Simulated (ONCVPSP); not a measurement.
**Plane-wave convergence, ONCV potential for bismuth**

Bi, optimised norm-conserving Vanderbilt (ONCV), made with ONCVPSP 4.0.1 (PBEsol, scalar-relativistic). Core [Xe] 4f14, reference 5d10 6s2 6p2.5 (charge +0.5). Waves: 6s: rc 1.70 bohr, ncon 4, nbas 9, qcut 3.2 1/bohr, 3 projectors, debl 3.7 Ha; 6p: rc 1.95 bohr, ncon 3, nbas 6, qcut 3.4 1/bohr, 3 projectors, debl 1.7 Ha; 5d: rc 1.55 bohr, ncon 4, nbas 9, qcut 9 1/bohr, 3 projectors, debl 1.3 Ha. Local part: polynomial inside 1.30 bohr (lpopt 2, dvloc0 6 Ha). Core correction: none.

For each optimised wave give the share of its norm inside rc, the residual kinetic energy above qcut (Ha) and the cutoffs (Ha) for errors of 10, 1, 0.1 and 0.01 mHa per electron.

```
         wave  norm inside rc  residual KE  10 mHa  1 mHa      0.1 mHa     0.01 mHa
           6s           0.271      7.5e-03     4.9   12.4         38.3         63.6
s projector 2           0.091      1.8e-01    15.0   92.1        110.5        143.8
s projector 3           0.065      5.2e-01    35.8  119.2        137.5        166.9
           6p           0.166      8.6e-04     2.3    5.6         13.6         36.0
p projector 2           0.206      3.0e-02    14.3   42.2         78.2  not reached
p projector 3           0.115      8.6e-02    14.3   59.5  not reached  not reached
           5d           0.785      4.2e-07    22.0   27.6         32.2         36.3
d projector 2           0.047      6.9e-08    16.4   22.9         28.5         32.8
d projector 3           0.059      1.9e-07    18.8   25.0         30.2         34.2
```

The occupied waves need 28 Ha and 38 Ha for 1 and 0.1 mHa. Note: ghosts flagged at negative energy: s at -1090.8 eV, p at -82.5 eV; GHOST(+) flagged for s at 253.7 eV. A true bound ghost makes a file unfit for plane-wave use.
